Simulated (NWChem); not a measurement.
Species: AlH2O2Br; SMILES [OH][Al]([OH])[Br]

```xyz
6

Al     0.0000     0.0000     0.9809
Br     0.0000     0.0000    -1.2932
O      0.0000    -1.4563     1.8571
H      0.0000    -2.3050     1.3979
O      0.0000     1.4563     1.8571
H      0.0000     2.3050     1.3979
```
Atoms are numbered in this order, from 1.

All runs: NWChem. Pople sets run with spherical d functions. The geometry was optimised at B3LYP/6-31G* (spherical d). Total energies compare along this basis series because the functional is fixed.

```csv
level,basis functions,energy (Ha),highest occupied level (eV),orbital gap (eV),dipole (D)
B3LYP/STO-3G,39,-2935.1597,-3.95,8.23,0.77
B3LYP/3-21G,57,-2953.8680,-7.97,7.05,0.90
B3LYP/6-31G*,82,-2968.1197,-8.29,7.18,0.83
B3LYP/6-311G**,118,-2968.4789,-8.37,7.23,0.89
```
